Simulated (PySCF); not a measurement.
Species: CH₆Cl₂OSi₂.
Geometry (PBE0-D3(BJ)/def2-SVP, Å), atoms numbered from 1 in this order:
```
atom  x, y, z in Å
Si1    1.7991    0.9169   -0.1899
O2     1.0319   -0.5493    0.0153
Si3   -0.3736   -1.2903    0.4064
Cl4   -0.1151   -2.3865    2.1365
C5    -1.6927   -0.0062    0.7835
Cl6   -1.8219    1.0952   -0.6257
H7     3.2521    0.7022    0.0542
H8     1.5870    1.4085   -1.5793
H9     1.2697    1.9100    0.7911
H10   -0.7840   -2.2114   -0.6778
H11   -2.6775   -0.4636    0.9581
H12   -1.4298    0.5947    1.6664
```

The closed-shell ground state was solved at several levels (PySCF, density fitting, gas phase, non-relativistic).

```tsv
level	basis functions	HOMO (eV)	LUMO (eV)	gap (eV)	dipole (D)
PBE0/IGLO-III	306	-8.26	0.04	8.30	0.72
PBE0/cc-pVTZ	280	-8.32	-0.03	8.29	0.71
PBE0/6-31G*	112	-8.30	0.07	8.37	0.86
KT2/pcSseg-1	160	-7.15	-1.21	5.94	0.73
PBE0/aug-cc-pVDZ	208	-8.35	-0.38	7.97	0.70
PBE0/def2-SVP	130	-8.22	0.35	8.57	0.88
PBE0/STO-3G	52	-5.11	3.53	8.64	1.18
B3LYP/pcSseg-1	160	-8.18	-0.25	7.93	0.77
PBE0/def2-TZVP	246	-8.32	-0.08	8.24	0.71
HF/pcSseg-1	160	-11.70	3.43	15.13	0.77
PBE0/pcSseg-1	160	-8.44	-0.05	8.39	0.78
LC-wPBE/pcSseg-1	160	-11.20	2.32	13.52	0.79
PBE0/cc-pVDZ	130	-8.25	0.15	8.40	0.81
```

Question: What might PBE0/pcSseg-2 (328 basis functions) give for the same quantities?

Answer: HOMO -8.39 eV, LUMO -0.18 eV, gap 8.21 eV, dipole 0.75 D.

Question: Over all these levels, which gives the widest orbital gap and which the narrowest?

Answer: HF/pcSseg-1 (Hartree–Fock, all exact exchange) has the widest, 15.13 eV, and KT2/pcSseg-1 (GGA) the narrowest, 5.94 eV. The two share the basis. From the narrowest to the widest the HOMO moves by -4.55 eV and the LUMO by +4.64 eV.

Question: How much does the basis alone move the frontier levels among the 10 PBE0 rows (the withheld one included)?

Answer: The HOMO by 3.33 eV and the LUMO by 3.91 eV. By rising basis size (HOMO, LUMO in eV): STO-3G -5.11, 3.53; 6-31G* -8.30, 0.07; def2-SVP -8.22, 0.35; cc-pVDZ -8.25, 0.15; pcSseg-1 -8.44, -0.05; aug-cc-pVDZ -8.35, -0.38; def2-TZVP -8.32, -0.08; cc-pVTZ -8.32, -0.03; IGLO-III -8.26, 0.04; pcSseg-2 -8.39, -0.18.

Question: In the pcSseg-1 basis, how does the gap go with the fixed share of exact exchange?

Answer: KT2 (0 %) 5.94 eV; B3LYP (20 %) 7.93 eV; PBE0 (25 %) 8.39 eV; HF (100 %) 15.13 eV. Each rise in the share widens the gap here.

Question: How far do the dipole and the HOMO energy spread over the levels?

Answer: The dipole runs from 0.70 to 1.18 D (mean 0.80 D) and the HOMO from -11.70 to -5.11 eV.

One conformer stands for the species.
